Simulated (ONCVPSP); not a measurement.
**Transferability test, ONCV potential for Zr (Z = 40)**

zirconium (Zr), optimised norm-conserving Vanderbilt (ONCV), made with ONCVPSP 4.0.1 (PBE, scalar-relativistic). Core [Ar] 3d10, reference 4s2 4p6 4d2.5 5s1.5. Waves: 4s+5s: rc 1.80 bohr, ncon 3, nbas 7, qcut 6.5 1/bohr, 2 projectors; 4p: rc 1.70 bohr, ncon 5, nbas 8, qcut 8.8 1/bohr, 2 projectors, debl 3.7 Ha; 4d: rc 2.95 bohr, ncon 4, nbas 9, qcut 5.7 1/bohr, 2 projectors, debl 0.5 Ha. Local part: polynomial inside 1.25 bohr (lpopt 3, dvloc0 6 Ha). Core correction: Teter function, fcfact 2, rcfact 1.5.

Energies are relative to the spin-unpolarised reference configuration 4s2 4p6 4d2.5 5s1.5; without spin polarisation the order of configurations can differ from experiment.

```csv
valence configuration,charge,ΔE all-electron (eV),error AE − PS (meV)
4s2 4p6 4d2 5s0,+2,19.564,-5.1
4s2 4p6 4d2 5s0 5p1,+1,10.339,0.0
```

(1) What are ΔE and the potential's error for 4s2 4p6 4d2 5s1?

(2) What are ΔE and the potential's error for 4s2 4p6 4d2 5s2?

Levels in the configuration 4s2 4p6 4d2 5s1:

```
level  all-electron (eV)  pseudo (eV)
   4s            -61.180      -61.165
   4p            -39.141      -39.131
   4d             -9.983       -9.973
   5s             -9.945       -9.947
```

Answers

(1) ΔE = 6.623 eV all-electron; the error (AE − PS) is +1.3 meV.

(2) ΔE = -0.514 eV all-electron; the error (AE − PS) is +4.0 meV.
